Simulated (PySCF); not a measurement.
# Electron correlation in O (oxygen, neutral)

[He] 2s1 2p5, high-spin 3P determinant (an excited configuration). Computed with PySCF 2.14 in aug-cc-pVDZ-DK, with scalar relativity by spin-free X2C-1e. Frozen: 1s2; 6 electrons correlated.

MP2 pair energies summed by pair of shells (mhartree):

```
 pair   energy  share (%)
2p-2p  -127.14       89.0
2s-2p   -15.64       11.0
```

Total MP2 correlation energy: -142.78 mhartree.

Same-spin part -31.74 and opposite-spin part -111.04 mhartree; SCS-MP2 scales them by 1/3 and 6/5 to -143.82 mhartree.
